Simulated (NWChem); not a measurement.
# Total energies of Ga

```xyz
1

Ga     0.0000     0.0000     0.0000
```
Charge 0, spin multiplicity 2.

Everything below was run with NWChem.

Basis set: def2-SVP (32 functions).

| method | total energy (Ha) |
|---|---|
| UHF | -1922.97414 |
| UMP2 | -1923.14743 |
| UB2PLYP | -1924.19277 |
| UPBE | -1924.26790 |
| UB3LYP | -1924.61350 |
| UBLYP | -1924.63874 |

Total energies of different functionals aren't comparable as a measure of quality: only differences taken within one method are. 

The Hamiltonian is non-relativistic. The correlated methods keep 9 core orbitals frozen. B3LYP has NWChem's definition, with VWN1-RPA local correlation. No SCF solution was tested for a lower state. Open-shell Hartree-Fock references start from PBE0 orbitals.
